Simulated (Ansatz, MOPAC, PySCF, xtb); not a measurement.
Pair of molecules: ammonia borane (SMILES [BH3-][NH3+]) (first 8 atoms) with C2H4 (SMILES C=C); geometry from B3LYP-D3(BJ)/def2-TZVP, rigid monomers moved along the line of their centres of mass till H8···C10 is 2.85 Å.
(charge 0, multiplicity 1):
```xyz
14

B     -0.92883     0.28963     0.29841
N      0.63216    -0.16702     0.57008
H     -1.04450     1.36596     0.83879
H     -1.60657    -0.57364     0.80756
H     -1.04869     0.34362    -0.90279
H      1.28372     0.50425     0.17446
H      0.82646    -1.07244     0.15281
H      0.81250    -0.23274     1.57232
C      0.30263     0.59873     4.25692
C     -0.09177    -0.66876     4.24236
H      1.13329     0.93003     4.86912
H     -0.20506     1.35013     3.66333
H     -0.93186    -0.98720     3.63613
H      0.40101    -1.42543     4.84167
```

Counterpoise-corrected where a basis set is named; no monomer relaxation. Rows marked so take none.

Rows in 6-31G* carry no dispersion term and start afresh at each structure (6-31G* with six Cartesian d functions). The state reached by PM3 isn't checked.

The values were computed with Ansatz (a program for electronic structure) with Gaussian orbitals; MOPAC for PM3 (differences of heats of formation); PySCF for 6-31G* rows, the dispersion terms; xtb for the GFN methods. 

```tsv
level	interaction energy (kJ/mol)
PM3	-5.2
GFN1-xTB	-7.5
HF/6-31G*	-9.3
HF/aug-cc-pVDZ	-8.3
PBE/def2-TZVPPD	-12.8
B3LYP/6-31G*	-11.0
B3LYP/6-31G* (no counterpoise)	-15.2
B3LYP-D4/def2-TZVPPD	[?]
PBE0/def2-TZVPPD	-12.7
```

### Question
Complete the blanks.

### Answer

- B3LYP-D4/def2-TZVPPD, interaction energy (kJ/mol): -16.3
